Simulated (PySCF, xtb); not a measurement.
C6H14O3, SMILES COCCOCCOC.

xtb with GFN2-xTB at its own geometry gives an orbital gap of 10.21 eV and a dipole moment of 1.56 D.

The structure is a stationary point at PBE-D3(BJ)/def2-SVP. The values are those of a single conformer.

Question: What does PySCF with PBE/def2-SVP give? (Estimate from the structure and the level; the computed values follow.)

Answer: gap 6.32 eV (levels -5.36 and 0.96 eV), dipole 1.11 D.
